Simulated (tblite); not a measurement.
Compound: C4H13BGeS.
Bonds: C1–C2, C2–Ge3, Ge3–B4, B4–C5, C5–S6, S6–C7. Hydrogens: H8, H9, H10 on C1; H11, H12 on C2; H13, H14 on Ge3; H15 on B4; H16, H17 on C5; H18, H19, H20 on C7.

Computed with GFN2-xTB (tblite), gas phase: L-BFGS steps from a force-field or distance-geometry start until the largest atomic force falls under 0.01 eV/Å.

Step 7: E = -586.3536 eV
```
atom  x, y, z in Å  |  force x, y, z in eV/Å
C1      2.8981   -0.8622    0.0314    0.046   0.004  -0.070
C2      1.9773   -0.6815    1.2333    0.159  -0.264  -0.069
Ge3     1.1179    1.1050    1.2058   -0.017   0.056   0.003
B4      0.0047    1.3204   -0.4378   -0.082  -0.055  -0.110
C5     -1.1359    0.2785   -0.7033    0.023  -0.042  -0.030
S6     -2.7513    1.1497   -0.7970   -0.134  -0.018  -0.029
C7     -3.7768   -0.3166   -1.1308   -0.041  -0.031  -0.012
H8      3.3804   -1.8416    0.0289   -0.056   0.066   0.059
H9      3.6762   -0.1002    0.0349    0.013  -0.019   0.017
H10     2.3420   -0.7591   -0.9019   -0.014  -0.010   0.036
H11     1.2059   -1.4531    1.2085   -0.068   0.007   0.007
H12     2.5425   -0.8480    2.1506    0.000   0.099   0.014
H13     0.3340    1.2230    2.4805    0.033   0.013   0.088
H14     2.2120    2.1184    1.3285    0.120   0.075   0.149
H15     0.1871    2.1628   -1.2258   -0.065  -0.011  -0.040
H16    -1.2546   -0.4898    0.0658    0.043   0.038   0.004
H17    -1.0231   -0.2196   -1.6699    0.020   0.023  -0.018
H18    -4.8085    0.0172   -1.2156    0.108  -0.007   0.017
H19    -3.6791   -1.0203   -0.3032   -0.027   0.063  -0.107
H20    -3.4539   -0.7722   -2.0668   -0.060   0.014   0.091
```

Step 8: E = -586.3600 eV
```
atom  x, y, z in Å  |  force x, y, z in eV/Å
C1      2.9002   -0.8623    0.0297    0.028  -0.015  -0.032
C2      1.9810   -0.6858    1.2335    0.092  -0.141  -0.104
Ge3     1.1210    1.1025    1.2030   -0.045   0.105   0.003
B4      0.0008    1.3233   -0.4450   -0.027  -0.052  -0.060
C5     -1.1385    0.2776   -0.7049    0.051  -0.006  -0.028
S6     -2.7532    1.1517   -0.7988   -0.125  -0.107  -0.036
C7     -3.7767   -0.3190   -1.1315   -0.020   0.020  -0.017
H8      3.3799   -1.8420    0.0294   -0.024   0.048   0.035
H9      3.6786   -0.0995    0.0348   -0.010  -0.041   0.010
H10     2.3418   -0.7601   -0.9027    0.000  -0.004   0.048
H11     1.2048   -1.4513    1.2126   -0.058  -0.037  -0.016
H12     2.5419   -0.8463    2.1523    0.043   0.076   0.036
H13     0.3483    1.2272    2.4860    0.000  -0.012   0.056
H14     2.2127    2.1169    1.3505    0.123   0.067   0.093
H15     0.1785    2.1650   -1.2385   -0.061  -0.052   0.020
H16    -1.2555   -0.4904    0.0657    0.042   0.059  -0.019
H17    -1.0250   -0.2186   -1.6726    0.008   0.015  -0.003
H18    -4.8045    0.0214   -1.2145    0.036  -0.013   0.008
H19    -3.6824   -1.0231   -0.3051   -0.011   0.063  -0.082
H20    -3.4588   -0.7767   -2.0679   -0.042   0.028   0.088
```

Step 9: E = -586.3634 eV
```
atom  x, y, z in Å  |  force x, y, z in eV/Å
C1      2.9019   -0.8626    0.0281    0.007  -0.024   0.003
C2      1.9844   -0.6905    1.2319    0.001  -0.007  -0.063
Ge3     1.1222    1.1028    1.2015   -0.024   0.097   0.006
B4     -0.0019    1.3240   -0.4501    0.017  -0.031  -0.007
C5     -1.1394    0.2770   -0.7063    0.031   0.018  -0.025
S6     -2.7564    1.1511   -0.8003   -0.067  -0.112  -0.029
C7     -3.7770   -0.3198   -1.1321   -0.013   0.038  -0.015
H8      3.3793   -1.8416    0.0304    0.016   0.001   0.009
H9      3.6798   -0.0997    0.0349   -0.010  -0.039   0.003
H10     2.3416   -0.7606   -0.9024    0.003  -0.001   0.030
H11     1.2031   -1.4510    1.2144   -0.024  -0.051  -0.028
H12     2.5424   -0.8439    2.1538    0.052   0.052   0.018
H13     0.3560    1.2293    2.4903   -0.013  -0.026   0.031
H14     2.2155    2.1174    1.3643    0.098   0.044   0.057
H15     0.1727    2.1653   -1.2451   -0.053  -0.060   0.034
H16    -1.2551   -0.4897    0.0654    0.037   0.054  -0.024
H17    -1.0258   -0.2179   -1.6743    0.001   0.002  -0.005
H18    -4.8019    0.0234   -1.2138   -0.037  -0.006  -0.002
H19    -3.6844   -1.0236   -0.3074   -0.002   0.034  -0.034
H20    -3.4621   -0.7788   -2.0671   -0.021   0.016   0.040
```

Problem. Estimate the geometry and energy of step 10. (The exact step hangs on the optimiser's Hessian estimate; all steps are aligned on step 9, rigid shifts and turns removed.)

Solution. E = -586.3650 eV, largest force 0.085 eV/Å
```
atom  x, y, z in Å  |  force x, y, z in eV/Å
C1      2.9029   -0.8631    0.0273   -0.007  -0.024   0.021
C2      1.9860   -0.6930    1.2304   -0.051   0.064  -0.007
Ge3     1.1224    1.1048    1.2012    0.010   0.066   0.012
B4     -0.0028    1.3234   -0.4523    0.034  -0.013   0.026
C5     -1.1393    0.2770   -0.7075    0.003   0.021  -0.022
S6     -2.7591    1.1489   -0.8015   -0.011  -0.060  -0.017
C7     -3.7776   -0.3195   -1.1325   -0.025   0.022  -0.010
H8      3.3793   -1.8413    0.0311    0.037  -0.031  -0.005
H9      3.6803   -0.1005    0.0351    0.000  -0.027   0.000
H10     2.3414   -0.7609   -0.9017    0.002  -0.002   0.007
H11     1.2018   -1.4519    1.2146    0.009  -0.039  -0.029
H12     2.5434   -0.8416    2.1545    0.036   0.039  -0.014
H13     0.3585    1.2296    2.4927   -0.015  -0.029   0.016
H14     2.2187    2.1187    1.3708    0.071   0.023   0.040
H15     0.1694    2.1643   -1.2470   -0.042  -0.044   0.021
H16    -1.2540   -0.4884    0.0649    0.031   0.036  -0.016
H17    -1.0259   -0.2175   -1.6752    0.000  -0.007  -0.013
H18    -4.8015    0.0241   -1.2136   -0.071   0.000  -0.007
H19    -3.6853   -1.0230   -0.3092   -0.002   0.005   0.003
H20    -3.4639   -0.7792   -2.0659   -0.009  -0.001  -0.006
```

The energy changes by -0.0017 eV. The first-order estimate −F·Δx gives -0.0024 eV and the mean of the old and new forces, exact on a quadratic surface, -0.0017 eV. The step makes an angle of 47° with the force vector and moves no atom by more than 0.007 Å.

What follows is the cost of the whole relaxation. Time: 2.6 s. Hardware: an Arm Neoverse N1 with one thread, no GPU (shared host).
